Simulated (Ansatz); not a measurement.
Ideal-gas functions of `SB1OBS1` at 500 K and 1 bar, from an Ansatz frequency run at PBE0-D4/def2-TZVP.

Molar mass 103.77 g/mol, point group Cs (symmetry number 1), electronic degeneracy 1, moments of inertia 74.446, 216.31, 290.756 u Å². Harmonic wavenumbers (cm⁻¹, unscaled): 115, 219, 371, 411, 506, 598, 703, 793, 833, 930, 1061, 1133, 1309, 2695, 2702.

Use S(trans) = R[1.5 ln M + 2.5 ln T − 1.1517]; rotational temperatures θ = 24.2544 K / I; S(rot) = R[ln(√π/σ · √(T³/θAθBθC)) + 1.5]; for each mode x = 1.438777 ν̃/T, S = R[x/(eˣ − 1) − ln(1 − e⁻ˣ)] and H = RT x/(eˣ − 1); 1 cm⁻¹ = 0.0119627 kJ/mol; R = 8.31446 J/(mol·K).

**Question.** By hand: the entropy, in J/(mol·K).

**Answer.** Translation 177.5. Rotation: θ = 0.3258, 0.1121, 0.0834 K, giving 118.8. Vibration, mode by mode: 17.55, 12.29, 8.15, 7.39, 5.89, 4.76, 3.74, 3.05, 2.79, 2.24, 1.66, 1.41, 0.94, 0.03, 0.03, in all 71.9. Electronic 0.0. Sum 368.2 J/(mol·K).

**Question.** By hand: H − E and G − E in kJ/mol, counted from the electronic energy.

**Answer.** Zero-point energy ½ × 14379 × 0.0119627 = 86.0; thermal vibration 20.1; translation, rotation and pV give 4 RT = 16.6. H − E = 122.7 kJ/mol, and G − E = 122.7 − 500 × 368.2/1000 = -61.4 kJ/mol.

Vibration gives 20 % of the entropy, 17.5 J/(mol·K) of it from the mode under 150 cm⁻¹: soft modes count most, and the harmonic formula is weakest for them. The sum counts one conformer and one mirror image; others add a mixing term.
